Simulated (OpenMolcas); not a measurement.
**Te4+: input and output**

Input:

```
&GATEWAY
Coord
1

Te 0.0 0.0 0.0
Basis=ANO-RCC-VTZP
Group=XYZ
NoMove
AngMom=0.0 0.0 0.0
AMFI
&SEWARD
* reference wave functions (RASSCF and RASSI steps not shown): 2 electrons in 9 orbitals (RAS2 5s 5p; RAS3 5d, at most 2 electrons)
>>> COPY JOB001 $Project.JobIph
&CASPT2
XMultistate=3 1 2 3
Frozen=9 9
IPEA=0.25
Imaginary=0.1
MaxIter=60
WThr=0.0 0.3 0.05
PrWF=0.5
NoMix
>>> COPY JOB002 $Project.JobIph
&CASPT2
XMultistate=7 1 2 3 4 5 6 7
Frozen=9 9
IPEA=0.25
Imaginary=0.1
MaxIter=60
WThr=0.0 0.3 0.05
PrWF=0.5
NoMix
>>> COPY JOB003 $Project.JobIph
&CASPT2
XMultistate=3 1 2 3
Frozen=9 9
IPEA=0.25
Imaginary=0.1
MaxIter=60
WThr=0.0 0.3 0.05
PrWF=0.5
NoMix
...
```

Output, cut to the results:

```
--- CASPT2 ---
Orbital specifications:
      -----------------------

      Symmetry species                           1   2
                                                ag  au
      Frozen orbitals                            9   9
      Inactive orbitals                          5   0
      Active orbitals                            6   3
      Secondary orbitals                        16  20
      Deleted orbitals                           0   0
      Number of basis functions                 36  32
Type of calculation                        XMS-CASPT2
      Fock operator                              state-average
      IPEA shift                                 0.25
      Real shift                                 0.00
      Imaginary shift                            0.10
      The input orbitals will be transformed to quasi-canonical
      The input states will be rotated to diagonalize the Fock operator
Reference energy:       -6785.1590159321
      E2 (Non-variational):      -0.3971495485
      Shift correction:          -0.0000871894
      E2 (Variational):          -0.3972367379
      Total energy:           -6785.5562526700
      Residual norm:              0.0000007216
      Reference weight:           0.94911
      Contributions to the CASPT2 correlation energy
      Active & Virtual Only:         -0.0010967548
      One Inactive Excited:          -0.0760392291
      Two Inactive Excited:          -0.3200135646
Reference energy:       -6785.1590159321
      E2 (Non-variational):      -0.3971495361
      Shift correction:          -0.0000871895
      E2 (Variational):          -0.3972367256
      Total energy:           -6785.5562526577
      Residual norm:              0.0000007216
      Reference weight:           0.94911
      Contributions to the CASPT2 correlation energy
      Active & Virtual Only:         -0.0010967548
      One Inactive Excited:          -0.0760392171
      Two Inactive Excited:          -0.3200135642
::    XMS-CASPT2 Root  1     Total energy:  -6785.55625291
::    XMS-CASPT2 Root  2     Total energy:  -6785.55625264
::    XMS-CASPT2 Root  3     Total energy:  -6785.55622044
--- CASPT2 ---
Orbital specifications:
      -----------------------

      Symmetry species                           1   2
                                                ag  au
      Frozen orbitals                            9   9
      Inactive orbitals                          5   0
      Active orbitals                            6   3
      Secondary orbitals                        16  20
      Deleted orbitals                           0   0
      Number of basis functions                 36  32
Type of calculation                        XMS-CASPT2
      Fock operator                              state-average
      IPEA shift                                 0.25
      Real shift                                 0.00
      Imaginary shift                            0.10
      The input orbitals will be transformed to quasi-canonical
      The input states will be rotated to diagonalize the Fock operator
Reference energy:       -6785.9829714560
      E2 (Non-variational):      -0.4303615594
      Shift correction:          -0.0001003889
      E2 (Variational):          -0.4304619483
      Total energy:           -6786.4134334043
      Residual norm:              0.0000002004
      Reference weight:           0.94341
      Contributions to the CASPT2 correlation energy
      Active & Virtual Only:         -0.0065288692
      One Inactive Excited:          -0.1041588216
      Two Inactive Excited:          -0.3196738685
Reference energy:       -6785.1766103704
      E2 (Non-variational):      -0.3772025688
      Shift correction:          -0.0000757768
      E2 (Variational):          -0.3772783456
      Total energy:           -6785.5538887159
      Residual norm:              0.0000004364
      Reference weight:           0.95349
      Contributions to the CASPT2 correlation energy
      Active & Virtual Only:         -0.0010989467
      One Inactive Excited:          -0.0565911364
      Two Inactive Excited:          -0.3195124857
::    XMS-CASPT2 Root  1     Total energy:  -6786.40188821
::    XMS-CASPT2 Root  2     Total energy:  -6785.55440446
::    XMS-CASPT2 Root  3     Total energy:  -6785.55415503
::    XMS-CASPT2 Root  4     Total energy:  -6785.55404672
::    XMS-CASPT2 Root  5     Total energy:  -6785.55389913
::    XMS-CASPT2 Root  6     Total energy:  -6785.55380624
::    XMS-CASPT2 Root  7     Total energy:  -6785.43566470
--- CASPT2 ---
Orbital specifications:
      -----------------------

      Symmetry species                           1   2
                                                ag  au
      Frozen orbitals                            9   9
      Inactive orbitals                          5   0
      Active orbitals                            6   3
      Secondary orbitals                        16  20
      Deleted orbitals                           0   0
      Number of basis functions                 36  32
Type of calculation                        XMS-CASPT2
      Fock operator                              state-average
      IPEA shift                                 0.25
      Real shift                                 0.00
      Imaginary shift                            0.10
      The input orbitals will be transformed to quasi-canonical
      The input states will be rotated to diagonalize the Fock operator
Reference energy:       -6785.6367929847
      E2 (Non-variational):      -0.3879968307
      Shift correction:          -0.0000732288
      E2 (Variational):          -0.3880700594
      Total energy:           -6786.0248630441
      Residual norm:              0.0000006783
      Reference weight:           0.95260
      Contributions to the CASPT2 correlation energy
      Active & Virtual Only:         -0.0008040171
      One Inactive Excited:          -0.0672416274
      Two Inactive Excited:          -0.3199511861
...
```

In XMS-CASPT2 the single-state energies belong to rotated reference states; over a whole degenerate manifold the rotation is arbitrary, and only the multistate roots count.

Levels above the lowest, from the spin-orbit matrix with the multistate effective Hamiltonian, averaged by term, added to it:

```
Configuration  Term  J  E (cm⁻¹)  Measured (cm⁻¹)  Term weight %
          5s²    ¹S  0       0.0              0.0            100
        5s 5p   ³P°  0     76130                             100
        5s 5p   ³P°  1     78830                              98
        5s 5p   ³P°  2     86010                             100
        5s 5p   ¹P°  1    110800           111707             98
          5p²    ³P  0    177050           176248             94
          5p²    ³P  1    182430           182419            100
          5p²    ¹D  2    183290           182797             66
```

Against the 4 measured excited levels shown (Moore, Atomic Energy Levels, vol. III, NSRDS-NBS 35 (1971 reprint of NBS Circular 467, 1958)) the mean absolute deviation is 550 cm-1; the largest miss in energy is 5s 5p ¹P°₁: computed 110800, measured 111707 cm⁻¹ (-0.8 %).

CASPT2 breaks the degeneracy within a term, and the mean is taken; among the terms shown or strongly mixed into the levels shown the widest spread is 130 cm-1 (5p² ¹D). Active for correlation alone: 5d; no level in the range computed is led by a configuration that fills it, so any true level of that kind is missing. Some terms mix strongly with configurations of 5d, whose occupation reaches 0.24 (5p² ¹D). Computed and measured levels are paired by configuration, term and J; levels that our copy of the source lacks, or whose pairing is in doubt (as where it misses far off the trend of its configuration), stay unpaired and out of the deviations. Only configurations of the active space appear. The first state left out of the spin-orbit step lies near 230000 cm-1 above the lowest spin-free state of the reference (among the parities and spins computed), and the list stops at four fifths of that energy or lower.

The term weight is that of the spin-free term in the level, not the purity of its configuration. ° marks odd parity.
